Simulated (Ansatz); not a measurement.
Ideal-gas functions of CH4BrIn, SMILES `[CH3][InH][Br]` at 400 K and 1 bar, from an Ansatz frequency run at PBE0-D4/def2-TZVP.

Molar mass 210.77 g/mol, point group Cs (symmetry number 1), electronic degeneracy 1, moments of inertia 55.635, 354.695, 407.18 u Å². Harmonic wavenumbers (cm⁻¹, unscaled): 40, 100, 239, 363, 471, 532, 713, 743, 1198, 1446, 1446, 1856, 3066, 3157, 3171.

Use S(trans) = R[1.5 ln M + 2.5 ln T − 1.1517]; rotational temperatures θ = 24.2544 K / I; S(rot) = R[ln(√π/σ · √(T³/θAθBθC)) + 1.5]; for each mode x = 1.438777 ν̃/T, S = R[x/(eˣ − 1) − ln(1 − e⁻ˣ)] and H = RT x/(eˣ − 1); 1 cm⁻¹ = 0.0119627 kJ/mol; R = 8.31446 J/(mol·K).

Q: By hand: the entropy, in J/(mol·K).

A: Translation 181.7. Rotation: θ = 0.436, 0.0684, 0.0596 K, giving 118.3. Vibration, mode by mode: 24.44, 16.86, 9.82, 6.66, 4.86, 4.08, 2.44, 2.24, 0.60, 0.29, 0.29, 0.08, 0.00, 0.00, 0.00, in all 72.7. Electronic 0.0. Sum 372.7 J/(mol·K).

Q: By hand: H − E and G − E in kJ/mol, counted from the electronic energy.

A: Zero-point energy ½ × 18541 × 0.0119627 = 110.9; thermal vibration 13.7; translation, rotation and pV give 4 RT = 13.3. H − E = 137.9 kJ/mol, and G − E = 137.9 − 400 × 372.7/1000 = -11.2 kJ/mol.

Vibration gives 20 % of the entropy, 41.3 J/(mol·K) of it from the modes under 150 cm⁻¹: soft modes count most, and the harmonic formula is weakest for them.
